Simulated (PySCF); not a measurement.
SMILES B[SiH2]c1ccccc1 (GFN2-xTB optimised geometry):

```
17

B     -1.655    -2.497     1.928
Si    -1.463    -2.030     0.040
C     -0.488    -0.396     0.000
C     -1.141     0.831     0.011
C     -0.433     2.020     0.011
C      0.952     2.001     0.006
C      1.619     0.788     0.000
C      0.903    -0.396     0.000
H     -2.570    -2.137     2.562
H     -0.829    -3.100     2.497
H     -0.702    -2.963    -0.814
H     -2.700    -1.768    -0.723
H     -2.222     0.856     0.013
H     -0.960     2.963     0.015
H      1.508     2.927     0.007
H      2.700     0.765    -0.005
H      1.433    -1.338    -0.007
```

Method: B3LYP/def2-SVP run with PySCF.

### Question
What are the frontier orbital energies and the dipole moment?

### Answer
HOMO-2 -8.19 eV, HOMO-1 -7.13 eV, HOMO -6.99 eV, LUMO -2.57 eV, LUMO+1 -0.40 eV; dipole moment 0.72 D.

Meta-Löwdin charges at B3LYP/def2-SVP: B1 -0.15, Si2 0.50, C3 -0.19, C4 -0.09, C5 -0.10, C6 -0.09, C7 -0.10, C8 -0.09, H9 0.02, H10 0.02, H11 -0.11, H12 -0.11, H13 0.10, H14 0.10, H15 0.10, H16 0.10, H17 0.10.
